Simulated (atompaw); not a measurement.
**Before and after: PAW (atompaw) potential for aluminium (Al)**

* Element: aluminium (Al)
* Generator: atompaw 4.2.0.5
* Type: PAW
* Functional: PBEsol
* Relativity: non-relativistic
* Frozen core: [Ne]
* Valence charge: 3
* Reference configuration: 3s2 3p1
* Partial waves: 3s (bound): rc 2.30 bohr; 3s channel at -0.25 Ry: rc 2.20 bohr; 3p (bound): rc 2.30 bohr; 3p channel at 0.9 Ry: rc 2.30 bohr
* Local potential: vpsmatchnc scheme with l = 2 at 0.5 Ry, radius 1.75 bohr
* Core correction: smooth core density matched at 1.30 bohr
* Augmentation charge: sinc compensation charge, radius 1.80 bohr; PAW radius 2.30 bohr; waves and projectors: custom rrkj vanderbiltortho

Change: all radii scaled by about 0.76 (s 1.74, p 1.74 bohr); local potential vpsmatchnc scheme with l = 2 at 0.5 Ry, radius 1.32 bohr; augmentation sinc compensation charge, radius 1.36 bohr; PAW radius 1.74 bohr; waves and projectors: custom rrkj vanderbiltortho; core correction smooth core density matched at 0.98 bohr.

Cutoffs: the cutoffs (Ry, on a coarse ladder) from which the occupation-weighted sum of valence levels, in a spherical-Bessel basis at the reference potential, stays within 10 and 1 mRy of its value at 400 Ry; they do not see the model core or the augmentation charge, which bear on the density cutoff.

Question: What does the change do?

Answer: The potential gets harder (6 Ry and 8 Ry → 10 Ry and 25 Ry); the bound ghosts move from s to p, s. A smaller radius makes the pseudo-wave follow the all-electron one further in, where it bends more sharply, so more plane waves are needed.

| quantity | base | changed |
| --- | --- | --- |
| cutoff, loose | 6 Ry | 10 Ry |
| cutoff, tight | 8 Ry | 25 Ry |
| loose cutoff by channel (10 mRy a level) | s 6 Ry, p 6 Ry | s 8 Ry, p 6 Ry |
| bound ghosts | s | s, p |
| lowest overlap eigenvalue by channel | s 0.22, p 0.67 | s 0.22, p 0.79 |

 A true bound ghost makes a file unfit for plane-wave use even where its test errors are small: the radial tests pick states by their node count and pass the ghost by. The cutoffs see the waves, projectors and local potential, not the compensation charge or the core.
